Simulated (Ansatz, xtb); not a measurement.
# H5O2Si2+: which of two isomers lies lower

We compare a, `O[SiH2]O[SiH2+]`, a singlet, with b, `O[SiH+]O[SiH3]`, a singlet. Both are isolated ions in the gas phase, relaxed with B3LYP-D3(BJ)/def2-SVP; the shapes shown needn't be the lowest conformers.

a (Å):

```yaml
atoms:
  - { symbol: O, position_ang: [-0.4598, -0.9166, 1.7963] }
  - { symbol: O, position_ang: [0.7691, 1.2493, 2.4318] }
  - { symbol: Si, position_ang: [0.0085, -0.1424, 3.1684] }
  - { symbol: Si, position_ang: [1.0986, 1.9005, 1.0328] }
  - { symbol: H, position_ang: [-0.9367, -1.7561, 1.7682] }
  - { symbol: H, position_ang: [-1.0835, 0.4251, 3.9812] }
  - { symbol: H, position_ang: [1.0939, -0.7933, 3.9255] }
  - { symbol: H, position_ang: [1.8175, 3.1832, 1.0664] }
  - { symbol: H, position_ang: [0.6963, 1.2386, -0.2204] }
```

b (Å):

```xyz
9

O    -2.4507    0.2137   -0.5508
O    -1.0777   -0.8221    1.6483
Si   -2.3761   -0.6145    0.8031
Si    0.3687   -1.0504    2.6079
H    -1.7615    0.6909   -1.0400
H    -3.6570   -1.1843    1.2068
H     0.8077   -2.4229    2.2797
H     1.2994    0.0007    2.1450
H    -0.0796   -0.8784    4.0053
```

Problem. Estimate E(b) − E(a) at the level CCSD(T)/def2-SVP + ΔMP2/def2-TZVPP.

Solution. Calculated at CCSD(T)/def2-SVP + ΔMP2/def2-TZVPP: E(b) − E(a) = −28.7 kJ/mol, so structure b lies lower.

How the difference moves with the method:

```json
{"level": "B3LYP-D3(BJ)/def2-SVP", "geometry": "B3LYP-D3(BJ)/def2-SVP", "E(b) − E(a) (kJ/mol)": "−33.1", "departure from the last row (kJ/mol)": "−4.5", "job, with rough time for the two": "optimisation, 4.1 min"}
{"level": "HF/def2-SVP", "geometry": "B3LYP-D3(BJ)/def2-SVP", "E(b) − E(a) (kJ/mol)": "−30.9", "departure from the last row (kJ/mol)": "−2.2", "job, with rough time for the two": "part of the CCSD(T) run"}
{"level": "MP2/def2-SVP", "geometry": "B3LYP-D3(BJ)/def2-SVP", "E(b) − E(a) (kJ/mol)": "−34.6", "departure from the last row (kJ/mol)": "−5.9", "job, with rough time for the two": "part of the CCSD(T) run"}
{"level": "CCSD(T)/def2-SVP", "geometry": "B3LYP-D3(BJ)/def2-SVP", "E(b) − E(a) (kJ/mol)": "−32.9", "departure from the last row (kJ/mol)": "−4.2", "job, with rough time for the two": "single point"}
{"level": "CCSD(T)/def2-SVP + ΔMP2/def2-TZVPP", "geometry": "B3LYP-D3(BJ)/def2-SVP", "E(b) − E(a) (kJ/mol)": "−28.7", "departure from the last row (kJ/mol)": "", "job, with rough time for the two": "single point, 52 s"}
```

As drawn, both hold the same kinds of bond in the same numbers.

None of the levels shown reverses the order. The largest departure from CCSD(T)/def2-SVP + ΔMP2/def2-TZVPP is that of MP2/def2-SVP, 5.9 kJ/mol. A small imaginary or near-zero mode remains, so no thermal terms are given. Levels run at GFN2-xTB geometries aren't shown. The last row adds to CCSD(T) the change of the MP2 difference between the two basis sets, here +4.2 kJ/mol.

The correlated steps freeze 12 core orbitals. Programs: Ansatz 0.2.0; the last row on 1 thread of Intel(R) Xeon(R) Processor @ 2.50GHz (Skylake/Cascade Lake) on a shared host.
